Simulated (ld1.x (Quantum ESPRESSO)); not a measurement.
**Before and after: RRKJ potential for zinc**

```
Element                 : Zn (Z = 30)
Generator               : ld1.x (Quantum ESPRESSO) 7.5
Type                    : norm-conserving RRKJ (Kleinman–Bylander form)
Functional              : PBE
Relativity              : scalar-relativistic
Frozen core             : [Ne] 3s2
Valence charge          : 18
Reference configuration : 3p6 3d10 4s0 4p0 (charge +2)
Partial waves           : 3p (bound): rc 0.60 bohr; 3d (bound): rc 1.35 bohr; 4s (bound, empty): rc 1.55 bohr
Local potential         : the s channel
Core correction         : a·sin(br)/r model core, default radius (core density twice the valence density)
rho0                    : 0.01
```

Change: wave 3p (bound): rc 0.60 bohr becomes 3p (bound): rc 0.50 bohr.

Cutoffs: the cutoffs (Ry, on a coarse ladder) from which the occupation-weighted sum of valence levels, in a spherical-Bessel basis at the reference potential, stays within 10 and 1 mRy of its value at 400 Ry; they do not see the model core or the augmentation charge, which bear on the density cutoff. Errors are all-electron minus pseudo energies relative to the spin-unpolarised reference configuration.

Problem. What does the change do?

Solution. The errors of the 7 common tests hardly move; neither file shows a bound ghost at the reference potential, the only one tested.

| quantity | base | changed |
| --- | --- | --- |
| cutoffs, loose and tight | over 300 Ry, over 300 Ry | not determined |
| bound ghosts | none | none |
| error for 3p6 3d10 4s2 4p0, meV [ΔE -28.33 eV] | -10 | -10 |
| error for 3p6 3d10 4s1 4p0, meV [ΔE -18.44 eV] | -4.2 | -4.2 |
| error for 3p6 3d9 4s0 4p0, meV [ΔE 40.53 eV] | -256 | -256 |
| error for 3p6 3d10 4s0 4p2, meV [ΔE -17.77 eV] | -1607 | -1606 |
| error for 3p5 3d10 4s2 4p0, meV [ΔE 63.70 eV] | -1078 | -1102 |
| error for 3p6 3d10 4s1 4p1, meV [ΔE -23.24 eV] | -634 | -634 |
| error for 3p6 3d9 4s2 4p1, meV [ΔE -16.09 eV] | -1202 | -1202 |
| s: phases at 1.70 bohr within 0.05 rad from the reference energy up to (Ry; the scan ends near 5) | 1.4 | 1.4 |
| p: phases at 1.70 bohr within 0.05 rad from the reference energy up to (Ry; the scan ends near 5) | -3.8 | -3.8 |
| d: phases at 1.70 bohr within 0.05 rad from the reference energy up to (Ry; the scan ends near 5) | -0.8 | -0.8 |

Base: These tests converged, but a pseudo level misses the all-electron one widely, so the file describes the atom poorly there or has found another state: 3p6 3d9 4s0 4p0: empty 4p by 3.1 eV. Changed file: These tests converged, but a pseudo level misses the all-electron one widely, so the file describes the atom poorly there or has found another state: 3p6 3d9 4s0 4p0: empty 4p by 3.1 eV.
